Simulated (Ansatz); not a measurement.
A nudged elastic band was laid between two geometries of ClF2GeH (5 atoms, charge 0, multiplicity 1).

Level of theory: Ansatz 0.2.0, RKS PBE0/def2-SVP.

```
movable images  : 7
climbing image  : yes
spring          : 0.1 eV/Å²
optimiser       : quadratic models (default)
start path      : through a guess of the saddle point
force threshold : 0.05 eV/Å
iteration limit : 43
end points      : relaxed
```

First end point:

```xyz
5
Properties=species:S:1:pos:R:3
Ge 0.297 0.044 0.117
F 0.291 0.029 1.836
H 1.722 -0.001 -0.411
Cl -0.807 1.736 -0.528
F -0.564 -1.368 -0.349
```

Last end point:

```xyz
5
Properties=species:S:1:pos:R:3
Ge 0.560 0.516 -0.927
F 1.103 0.023 1.324
H 0.575 -0.726 1.078
Cl -1.192 1.721 -0.397
F -0.108 -1.093 -0.414
```

Which bonds break or form, and what moves?

Bonds broken: Ge1–F2, Ge1–H3. Bonds formed: F2–H3. ClF2GeH becomes ClFGe + FH.

What energy profile does the band end with?

The forces met the threshold. The highest image is number 3 of 0 to 8, 235.4 kJ/mol above the first end and 171.6 kJ/mol above the last; the last end lies 63.8 kJ/mol above the first. Neighbouring images differ by up to 1.3 eV, so the band resolves the path poorly. Another band between the same ends (7 images) ends at a top of the same energy, where a vibrational analysis finds 1 clearly imaginary mode. The orbitals stay closed-shell, which can raise the energy where a bond breaks towards radicals; this wasn't checked here.

```json
{"image": "0", "path coordinate (Å)": "0.00", "energy (kJ/mol)": "0.0", "Ge1–F2 (Å)": "1.72", "Ge1–H3 (Å)": "1.52", "F2–H3 (Å)": "2.66"}
{"image": "1", "path coordinate (Å)": "0.42", "energy (kJ/mol)": "29.7", "Ge1–F2 (Å)": "1.72", "Ge1–H3 (Å)": "1.51", "F2–H3 (Å)": "2.28"}
{"image": "2", "path coordinate (Å)": "0.84", "energy (kJ/mol)": "136.4", "Ge1–F2 (Å)": "1.78", "Ge1–H3 (Å)": "1.52", "F2–H3 (Å)": "1.80"}
{"image": "3", "path coordinate (Å)": "1.27", "energy (kJ/mol)": "235.4", "Ge1–F2 (Å)": "1.95", "Ge1–H3 (Å)": "1.62", "F2–H3 (Å)": "1.34"}
{"image": "4", "path coordinate (Å)": "1.85", "energy (kJ/mol)": "112.6", "Ge1–F2 (Å)": "2.33", "Ge1–H3 (Å)": "2.18", "F2–H3 (Å)": "0.94"}
{"image": "5", "path coordinate (Å)": "2.45", "energy (kJ/mol)": "91.2", "Ge1–F2 (Å)": "2.46", "Ge1–H3 (Å)": "2.92", "F2–H3 (Å)": "0.93"}
{"image": "6", "path coordinate (Å)": "3.05", "energy (kJ/mol)": "87.9", "Ge1–F2 (Å)": "2.47", "Ge1–H3 (Å)": "2.98", "F2–H3 (Å)": "0.93"}
{"image": "7", "path coordinate (Å)": "3.67", "energy (kJ/mol)": "76.8", "Ge1–F2 (Å)": "2.45", "Ge1–H3 (Å)": "2.80", "F2–H3 (Å)": "0.93"}
{"image": "8", "path coordinate (Å)": "4.29", "energy (kJ/mol)": "63.8", "Ge1–F2 (Å)": "2.37", "Ge1–H3 (Å)": "2.36", "F2–H3 (Å)": "0.95"}
```

What is the geometry of the highest image?


```xyz
5
Properties=species:S:1:pos:R:3:forces:R:3
Ge 0.256 0.041 -0.338 0.00 0.00 0.00
F 0.870 0.024 1.515 0.00 0.00 0.00
H 1.673 -0.026 0.438 0.00 0.00 0.00
Cl -1.053 1.724 -0.555 0.00 0.00 0.00
F -0.807 -1.321 -0.395 0.00 0.00 0.00
```

Time of the run: 5.4 min on 2 threads of Intel(R) Xeon(R) Platinum 8259CL CPU @ 2.50GHz (Skylake/Cascade Lake), on a shared host, peak memory 0.2 GiB.
